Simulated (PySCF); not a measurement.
BrZn, charge +1, singlet, at a GFN2-xTB geometry (such geometries of metal compounds can be far from the true shape); CAMB3LYP/def2-TZVP (PySCF).

The PySCF input:
```python
from pyscf import gto, scf, dft

mol = gto.Mole()
mol.atom = '''
    Zn   -0.000000   -0.000000   -1.166834
    Br    0.000000    0.000000    1.000144
'''
mol.basis = 'def2-tzvp'
mol.charge = 1
mol.spin = 0
mol.verbose = 4
mol.build()

mf = dft.RKS(mol)
mf.xc = 'camb3lyp'
mf.grids.atom_grid = (99, 590)
mf.grids.prune = None
mf.kernel()
```

Output, abridged:

```
PySCF version 2.14.0

[INPUT] verbose = 4
[INPUT] num. atoms = 2
[INPUT] num. electrons = 64
[INPUT] charge = 1
[INPUT] spin (= nelec alpha-beta = 2S) = 0
[INPUT] symmetry False subgroup None
[INPUT] Mole.unit = angstrom
[INPUT] Symbol           X                Y                Z      unit          X                Y                Z       unit  Magmom
[INPUT]  1 Zn     0.000000000000   0.000000000000  -1.166834000000 AA    0.000000000000   0.000000000000  -2.204996692831 Bohr   0.0
[INPUT]  2 Br     0.000000000000   0.000000000000   1.000144000000 AA    0.000000000000   0.000000000000   1.889998245127 Bohr   0.0

nuclear repulsion = 256.410573372688
number of shells = 32
number of NR pGTOs = 198
number of NR cGTOs = 96
basis = def2-tzvp
ecp = {}

******** <class 'pyscf.dft.rks.RKS'> ********
method = RKS
initial guess = minao
damping factor = 0
level_shift factor = 0
DIIS = <class 'pyscf.scf.diis.CDIIS'>
diis_start_cycle = 1
diis_space = 8
diis_damp = 0
SCF conv_tol = 1e-09
SCF conv_tol_grad = None
SCF max_cycles = 50
direct_scf = True
direct_scf_tol = 1e-13
XC library pyscf.dft.libxc version 7.1.2
    S. Lehtola, C. Steigemann, M. J. T. Oliveira, and M. A. L. Marques,  SoftwareX 7, 1–5 (2018)
XC functionals = camb3lyp
    T. Yanai, D. P. Tew, and N. C. Handy,  Chem. Phys. Lett. 393, 51 (2004)
radial grids:
    Treutler-Ahlrichs [JCP 102, 346 (1995); DOI:10.1063/1.469408] (M4) radial grids

becke partition: Becke, JCP 88, 2547 (1988); DOI:10.1063/1.454033
pruning grids: None
grids dens level: 3
symmetrized grids: False
atomic radii adjust function: <function treutler_atomic_radii_adjust>
User specified grid scheme (99, 590)
small_rho_cutoff = 0
Set gradient conv threshold to 3.16228e-05
Initial guess from minao.
tot grids = 116824
init E= -4352.52896070934
  HOMO = -0.365536579181603  LUMO = -0.173371110732266  gap/eV = 5.22909
cycle= 1 E= -4353.38205312481  delta_E= -0.853  |g|= 0.946  |ddm|= 1.74
  HOMO = -0.557092635158716  LUMO = -0.428245958597958  gap/eV = 3.50610
cycle= 2 E= -4353.28118682119  delta_E= 0.101  |g|= 1.64  |ddm|= 1.26
  HOMO = -0.58169345839426  LUMO = -0.385887522318536  gap/eV = 5.32815
cycle= 3 E= -4353.4853949248  delta_E= -0.204  |g|= 0.124  |ddm|= 0.569
  HOMO = -0.575596499833472  LUMO = -0.368218423931825  gap/eV = 5.64304
cycle= 4 E= -4353.48702318858  delta_E= -0.00163  |g|= 0.0308  |ddm|= 0.0773
  HOMO = -0.575879196510452  LUMO = -0.364337518686398  gap/eV = 5.75634
cycle= 5 E= -4353.48713430597  delta_E= -0.000111  |g|= 0.00646  |ddm|= 0.0197
  HOMO = -0.574768139218057  LUMO = -0.364206217663319  gap/eV = 5.72968
cycle= 6 E= -4353.48714705648  delta_E= -1.28e-05  |g|= 0.00141  |ddm|= 0.00807
  HOMO = -0.575079711197819  LUMO = -0.364244613755192  gap/eV = 5.73712
cycle= 7 E= -4353.48714821992  delta_E= -1.16e-06  |g|= 0.000928  |ddm|= 0.00381
  HOMO = -0.574923683964149  LUMO = -0.364333688025638  gap/eV = 5.73045
cycle= 8 E= -4353.48714858099  delta_E= -3.61e-07  |g|= 0.00019  |ddm|= 0.00124
  HOMO = -0.574892343687724  LUMO = -0.364331533916729  gap/eV = 5.72965
cycle= 9 E= -4353.48714859903  delta_E= -1.8e-08  |g|= 4.03e-05  |ddm|= 0.000466
  HOMO = -0.574903210096577  LUMO = -0.364334228178852  gap/eV = 5.72987
cycle= 10 E= -4353.48714859973  delta_E= -7.04e-10  |g|= 5.24e-06  |ddm|= 9.25e-05
  HOMO = -0.574901433281352  LUMO = -0.364333999560145  gap/eV = 5.72983
Extra cycle  E= -4353.48714859975  delta_E= -1.64e-11  |g|= 3.85e-06  |ddm|= 9.33e-06
converged SCF energy = -4353.48714859975
```
